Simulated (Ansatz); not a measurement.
## Which is lower?

The two ends of one reaction step of GaH$_{4}$Cl, closed shell (PBE0-D4/def2-TZVP).

A:

```csv
atom,x (Å),y (Å),z (Å)
Ga1,-0.4979,0.7588,-0.0106
H2,0.2293,0.7425,-1.4083
H3,0.1317,1.5728,1.1734
H4,-1.9549,0.1886,0.1038
H5,1.3472,-1.6482,-0.4950
Cl6,0.7447,-1.6144,0.6367
```

B:

Ga1  (-0.453, 0.166, 0.669)
H2  (0.614, 0.341, -1.639)
H3  (0.328, 1.454, 1.059)
H4  (-1.828, 0.024, -0.046)
H5  (0.912, -0.302, -1.389)
Cl6  (0.427, -1.683, 1.346)
(Å)

Ansatz 0.2.0; basis: def2-TZVPP; cores frozen in the correlated methods. Filled d shells of the heavier atoms are correlated. The def2 sets are not built for correlating such inner shells, so the correlated values are less sure here. B3LYP uses VWN-RPA correlation.

Which structure is lower at CCSD(T), and by how much? (Judge from chemistry; the value comes from the calculation.)

Computed: B, by 22.47 kcal/mol (electronic energy, against the other). By their contacts, A is a complex of GaH₃ + HCl and B is a complex of GaH₂Cl ([Cl][GaH2]) + H₂.

All methods give the same order:

```tsv
method	E(B) − E(A) (kcal/mol)
SPW92	-19.38
PBE-D4	-22.37
BLYP-D4	-23.18
r2SCAN-D4	-23.53
B97M-V	-20.90
PBE0-D4	-22.64
B3LYP-D4	-23.20
r2SCAN0-D4	-23.59
BHLYP-D4	-23.60
CAM-B3LYP-D4	-22.22
wB97X-V	-22.75
wB97M-V	-22.53
B2PLYP	-23.55
PBE-QIDH	-23.41
RPA on PBE	-21.17
HF	-24.86
MP2	-24.11
CCSD	-22.33
CCSD(T)	-22.47
```

The T1 diagnostic stays at or below 0.012.

Labels in which every atom is bracketed show which atoms are joined, not bond orders.

For scale, one of the runs: CCSD(T)/def2-TZVPP, 146 basis functions, launched by `ansatz run in.yaml --threads 2 --pin off --events-out ev --progress --plain --max-ram 4352MiB`. Time: 17 s of wall clock on 2 CPU threads of an Arm Neoverse V2; the host was shared. Peak host memory: 0.83 GiB.
